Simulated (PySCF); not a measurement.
C₂H₅ClO₂Si. Atoms are numbered in the order given.

```xyz
11

Si     1.1489    -0.4053    -0.4681
Cl     1.7212     1.0895     0.8170
O     -0.4645    -0.1811    -0.9511
C     -1.4577    -0.3932    -0.0608
C     -2.8111    -0.1582    -0.6529
O     -1.2303    -0.7278     1.0705
H      1.3363    -1.7301     0.1646
H      1.9047    -0.2578    -1.7324
H     -2.8804     0.8826    -1.0019
H     -3.5859    -0.3598     0.0944
H     -2.9488    -0.8029    -1.5331
```

Geometry: PBE0-D3(BJ)/def2-SVP. Other conformers were not sampled.

These are B3LYP/pcSseg-1 (PySCF) values and carry that method's errors.

GIAO shieldings, no solvent; atoms listed in one row are averaged. δ = σ(ref) − σ: ²⁹Si against TMS (σ = 338.7 ppm); ³⁵Cl against HCl (σ = 933.3 ppm); ¹⁷O against H2O (σ = 333.8 ppm); ¹³C against TMS (σ = 181.3 ppm); ¹H against TMS (σ = 31.68 ppm), references at their B3LYP-D3(BJ)/def2-TZVP geometries, non-relativistic (without spin–orbit terms, shifts of atoms bonded to Cl or Br come out too high).

Computed chemical shifts:
| nucleus | atoms | count | δ (ppm) |
|---|---|---|---|
| ²⁹Si | Si1 | 1 | -16.3 |
| ³⁵Cl | Cl2 | 1 | 28.4 |
| ¹⁷O | O6 | 1 | 484.0 |
| ¹⁷O | O3 | 1 | 235.6 |
| ¹³C | C4 | 1 | 178.6 |
| ¹³C | C5 | 1 | 24.7 |
| ¹H | H7 | 1 | 5.86 |
| ¹H | H8 | 1 | 5.24 |
| ¹H | H9, H10, H11 | 3 | 2.38 |
